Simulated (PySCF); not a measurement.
(Z)-1,3,3-trifluoroprop-1-ene (C3H3F3), SMILES F/C=C\C(F)F. The structure is a stationary point at PBE-D3(BJ)/def2-SVP. One conformer was computed; it need not be the lowest.

Computed equilibrium geometry at PBE-D3(BJ)/def2-SVP (PySCF confirms it by a frequency run) as a Z-matrix, and its point group (one conformer of several):
point group Cs.
```
C
C 1 1.3410
F 2 1.3417 1 122.74
H 1 1.1002 2 118.91 3 180.00
H 2 1.1028 1 124.72 4 0.00
C 1 1.4938 4 117.12 2 180.00
F 6 1.3725 1 109.93 4 -58.78
F 6 1.3725 7 107.01 1 -119.36
H 6 1.1124 7 108.44 8 -116.79
```
